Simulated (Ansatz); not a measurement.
Ansatz results at the PBE0-D4/def2-TZVP geometry: LUMO energy (ωB97M-V/def2-TZVPP) 1.66 eV; LUMO energy (PBE0/def2-TZVPP) -0.10 eV; LUMO energy (PBE/def2-TZVPP) -1.00 eV.

Each molecule was computed in one conformer, which needn't be the lowest.

(1) Which molecule gave them?
A. `C[SiH](O)BO`
B. `B[SiH](O)OC`
C. `C[SiH2]B(O)O`
D. `O=[C]1O[CH](F)[AlH]1`

Answers

(1) C. The others give `B[SiH](O)OC`: -0.37, -2.35, -3.38; `O=[C]1O[CH](F)[AlH]1`: -0.93, -2.65, -3.42; `C[SiH](O)BO`: 0.94, -0.99, -1.94.
